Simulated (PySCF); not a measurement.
C5H7NO2.
Geometry (GFN2-xTB, Å), atoms numbered from 1 in this order:
```xyz
15
C5H7NO2 angstrom
C      1.9134   -0.2783   -0.1018
C      0.4714    0.0796   -0.4156
O      0.2163    1.4298   -0.0730
C     -1.1020    1.4749    0.3752
O     -1.3137    0.3001    1.1072
C     -0.5774   -0.7075    0.4376
C     -1.4252   -1.5219   -0.4163
N     -2.0923   -2.1378   -1.1097
H      2.1107   -1.3108   -0.3777
H      2.1122   -0.1374    0.9578
H      2.5720    0.3751   -0.6670
H      0.2631   -0.0774   -1.4868
H     -1.8066    1.5309   -0.4787
H     -1.2368    2.3365    1.0317
H     -0.1096   -1.3476    1.1952
```

NICS is the negative of the GIAO shielding at a point without a nucleus: at the ring centre (0) and 1 Å above and below it (1); zz is the component along the ring normal. Level: GIAO PBE0/pcSseg-1 (PySCF, non-relativistic, gas phase) on the GFN2-xTB geometry, one conformer.

Ring bond lengths (Å), with Mayer bond orders in brackets: C2–O3 1.416 (0.91), O3–C4 1.393 (0.97), C4–O5 1.400 (0.94), O5–C6 1.416 (0.94), C6–C2 1.564 (0.96).

Problem. What do the NICS probes read (ppm)?

Solution. 
```csv
ring,type,NICS(0),"NICS(1), two faces","NICS(1)zz, two faces",rms pucker (Å),"centre to ring atoms, mean (Å)"
C2–O3–C4–O5–C6,5-membered ring with 2 O; formal bonds all single,-10.6,-3.2 / -4.5,-6.9 / -8.7,0.15,1.21
```

Problem. What can be read from them?

Solution. 
- C2–O3–C4–O5–C6: mean NICS(1)zz -7.8 ppm, shielded. C2, C4, C6 have four or more neighbours, and the NICS criterion for π rings isn't applied. NICS(0) lies 7 ppm below the mean NICS(1).

Problem. What is the mean of the two in-plane components of NICS at the second NICS(1) probe listed for ring C2–O3–C4–O5–C6, 1 Å off the ring?

Solution. The isotropic value is a third of the trace: (3 × -4.5 − (-8.7))/2 = -2.4 ppm.

The run took 16 s wall on one thread of an x86-64 server, on a shared host. This is the whole shielding run at PBE0/pcSseg-1, SCF included.
